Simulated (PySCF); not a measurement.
Simulated absorption spectrum

Species: C₄H₁₀AsP.
SMILES: `C[As](C)P1CC1`

The calculation used TDDFT wB97X-D/def2-SVPD, vertical, gas phase, core orbitals frozen in the response in PySCF 2.14.0, density-fitted response routines. Geometry: GFN2-xTB, one conformer, isolated molecule. The wB97X-D/def2-SVPD calculation is non-relativistic and has no spin–orbit coupling, an omission that weighs most on arsenic. Torsions of this conformer, `[CH3:1][As:2]([CH3:3])[P:4]1[CH2:5][CH2:6]1`: C1–As2–P4–C5 -104°.

Computed states:

| state | E (eV) | f |
| --- | --- | --- |
| S1 | 5.44 | 0.030 |
| S2 | 5.56 | 0.288 |
| S3 | 6.38 | 0.022 |
| S4 | 6.42 | 0.0008 |
| S5 | 6.72 | 0.026 |
| S6 | 6.80 | 0.0050 |
| S7 | 7.00 | 0.229 |
| S8 | 7.16 | 0.244 |

Each state is given a Gaussian of 0.4 eV full width at half maximum, with ε(max) = 2.175×10⁸ f / Δν̃ (Δν̃ the width in cm⁻¹). The width is an assumption, not a result. The curve ends short of the highest state used, and states not computed would add to its high-energy end.

Question: What does the envelope look like, and where are its maxima?

Answer: 
```json
{"λ (nm)": "189.0", "ε (L mol⁻¹ cm⁻¹)": "2738"}
{"λ (nm)": "190.2", "ε (L mol⁻¹ cm⁻¹)": "2377"}
{"λ (nm)": "191.4", "ε (L mol⁻¹ cm⁻¹)": "2150"}
{"λ (nm)": "192.6", "ε (L mol⁻¹ cm⁻¹)": "1991"}
{"λ (nm)": "193.9", "ε (L mol⁻¹ cm⁻¹)": "1840"}
{"λ (nm)": "195.1", "ε (L mol⁻¹ cm⁻¹)": "1687"}
{"λ (nm)": "196.3", "ε (L mol⁻¹ cm⁻¹)": "1509"}
{"λ (nm)": "197.5", "ε (L mol⁻¹ cm⁻¹)": "1306"}
{"λ (nm)": "198.7", "ε (L mol⁻¹ cm⁻¹)": "1092"}
{"λ (nm)": "200.0", "ε (L mol⁻¹ cm⁻¹)": "867"}
{"λ (nm)": "201.2", "ε (L mol⁻¹ cm⁻¹)": "688"}
{"λ (nm)": "202.4", "ε (L mol⁻¹ cm⁻¹)": "555"}
{"λ (nm)": "203.6", "ε (L mol⁻¹ cm⁻¹)": "490"}
{"λ (nm)": "204.9", "ε (L mol⁻¹ cm⁻¹)": "524"}
{"λ (nm)": "206.1", "ε (L mol⁻¹ cm⁻¹)": "684"}
{"λ (nm)": "207.3", "ε (L mol⁻¹ cm⁻¹)": "1008"}
{"λ (nm)": "208.5", "ε (L mol⁻¹ cm⁻¹)": "1543"}
{"λ (nm)": "209.8", "ε (L mol⁻¹ cm⁻¹)": "2416"}
{"λ (nm)": "211.0", "ε (L mol⁻¹ cm⁻¹)": "3541"}
{"λ (nm)": "212.2", "ε (L mol⁻¹ cm⁻¹)": "4998"}
{"λ (nm)": "213.4", "ε (L mol⁻¹ cm⁻¹)": "6782"}
{"λ (nm)": "214.7", "ε (L mol⁻¹ cm⁻¹)": "9035"}
{"λ (nm)": "215.9", "ε (L mol⁻¹ cm⁻¹)": "11315"}
{"λ (nm)": "217.1", "ε (L mol⁻¹ cm⁻¹)": "13658"}
{"λ (nm)": "218.3", "ε (L mol⁻¹ cm⁻¹)": "15909"}
{"λ (nm)": "219.6", "ε (L mol⁻¹ cm⁻¹)": "18051"}
{"λ (nm)": "220.8", "ε (L mol⁻¹ cm⁻¹)": "19594"}
{"λ (nm)": "222.0", "ε (L mol⁻¹ cm⁻¹)": "20597"}
{"λ (nm)": "223.2", "ε (L mol⁻¹ cm⁻¹)": "20992"}
{"λ (nm)": "224.4", "ε (L mol⁻¹ cm⁻¹)": "20766"}
{"λ (nm)": "225.7", "ε (L mol⁻¹ cm⁻¹)": "19868"}
{"λ (nm)": "226.9", "ε (L mol⁻¹ cm⁻¹)": "18532"}
{"λ (nm)": "228.1", "ε (L mol⁻¹ cm⁻¹)": "16832"}
{"λ (nm)": "229.3", "ε (L mol⁻¹ cm⁻¹)": "14900"}
{"λ (nm)": "230.6", "ε (L mol⁻¹ cm⁻¹)": "12698"}
{"λ (nm)": "231.8", "ε (L mol⁻¹ cm⁻¹)": "10688"}
{"λ (nm)": "233.0", "ε (L mol⁻¹ cm⁻¹)": "8794"}
{"λ (nm)": "234.2", "ε (L mol⁻¹ cm⁻¹)": "7078"}
{"λ (nm)": "235.5", "ε (L mol⁻¹ cm⁻¹)": "5464"}
{"λ (nm)": "236.7", "ε (L mol⁻¹ cm⁻¹)": "4213"}
{"λ (nm)": "237.9", "ε (L mol⁻¹ cm⁻¹)": "3186"}
{"λ (nm)": "239.1", "ε (L mol⁻¹ cm⁻¹)": "2365"}
{"λ (nm)": "240.4", "ε (L mol⁻¹ cm⁻¹)": "1678"}
{"λ (nm)": "241.6", "ε (L mol⁻¹ cm⁻¹)": "1200"}
{"λ (nm)": "242.8", "ε (L mol⁻¹ cm⁻¹)": "845"}
{"λ (nm)": "244.0", "ε (L mol⁻¹ cm⁻¹)": "585"}
{"λ (nm)": "245.2", "ε (L mol⁻¹ cm⁻¹)": "399"}
{"λ (nm)": "246.5", "ε (L mol⁻¹ cm⁻¹)": "259"}
{"λ (nm)": "247.7", "ε (L mol⁻¹ cm⁻¹)": "172"}
{"λ (nm)": "248.9", "ε (L mol⁻¹ cm⁻¹)": "112"}
{"λ (nm)": "250.1", "ε (L mol⁻¹ cm⁻¹)": "72"}
{"λ (nm)": "251.4", "ε (L mol⁻¹ cm⁻¹)": "44"}
{"λ (nm)": "252.6", "ε (L mol⁻¹ cm⁻¹)": "28"}
{"λ (nm)": "253.8", "ε (L mol⁻¹ cm⁻¹)": "17"}
{"λ (nm)": "255.0", "ε (L mol⁻¹ cm⁻¹)": "11"}
{"λ (nm)": "256.3", "ε (L mol⁻¹ cm⁻¹)": "6"}
```

Maxima: 223 nm (5.55 eV), ε about 21000, made up of S2 (92%) (ε in L mol⁻¹ cm⁻¹; maxima over ε = 5, shares over 10%). At its high-energy end, 6.56 eV, the curve is still rising (ε about 2700, from S3, S5 and S7).

Question: On this curve, what absorbance would a 10⁻⁴ mol/L sample give at 248 nm over a 1 cm path?

Answer: 248 nm is 4.999 eV, where ε is about 150 L mol⁻¹ cm⁻¹, so A = ε c l ≈ 0.015 (Beer–Lambert, with the gas-phase spectrum and the assumed width).

Question: Coming from long wavelengths, where does ε first pass 100 L mol⁻¹ cm⁻¹?

Answer: At about 249 nm (4.97 eV), 0.46 eV below S1.

Question: Does any computed singlet lie in the visible range?

Answer: No computed singlet lies in the visible range (380 to 750 nm); the lowest, at 228 nm, stands 2.18 eV above its violet end (3.26 eV).

The run took 59 s (grids of density and orbitals included) on one thread of an Arm Neoverse V1, shared host, and the process peaked at 0.97 GiB of memory.
